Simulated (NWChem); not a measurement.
System: CH3BI2; SMILES IB(C)I

def2 effective core potentials on I; no spin-orbit coupling.

### Question
Give the equilibrium geometry at PBE0/def2-SVP with def2 effective core potentials on I (NWChem) as an XYZ file, with the point group.

### Answer
point group C1; any orientation.
```
7

B      0.8320    -0.0017     0.0219
I     -0.2577    -1.8339    -0.0058
I     -0.2575     1.8330    -0.0042
C      2.3896     0.0073     0.0095
H      2.8052     0.8461     0.5879
H      2.7076     0.1644    -1.0386
H      2.8328    -0.9395     0.3486
```
